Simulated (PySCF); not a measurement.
# Dipole response of Ca (calcium, neutral)

[Ar] 4s1 4p1, high-spin 3P determinant (an excited configuration). Computed with PySCF 2.14 in ANO-RCC-VTZP, with scalar relativity by spin-free X2C-1e. Coupled (time-dependent) response in atomic units; α is the mean over directions. The basis has no added diffuse functions, which lowers α and C₆.

```csv
method,mean α (bohr³),"α xx, yy, zz",C₆ (like pair),S(−4)
UHF,153.3,"159.7, 140.6, 159.7",1696,21110
PBE,293.3,"305.3, 269.4, 305.3",1841,1615000
PBE0,205.2,"201.6, 212.5, 201.6",1754,174800
B97-3,200.2,"191.7, 217.1, 191.7",1752,149300
M06-L,199.4,"198.1, 202.0, 198.1",1832,147800
```

S(−4) is the Cauchy moment in α(ω) = α(0) + S(−4) ω² + …

α(iu) at UHF:

| u (hartree) | α(iu) (bohr³) |
| --- | --- |
| 0 | 153.3 |
| 0.0500 | 116.0 |
| 0.100 | 71.21 |
| 0.200 | 31.81 |
| 0.300 | 18.76 |
| 0.500 | 9.987 |
| 0.750 | 6.194 |
| 1.00 | 4.369 |
| 1.50 | 2.560 |
| 2.00 | 1.680 |
| 3.00 | 0.8725 |
| 5.00 | 0.3528 |

The components differ because the open shell of this determinant is not spherical; for a pure term their mean is the scalar polarisability.
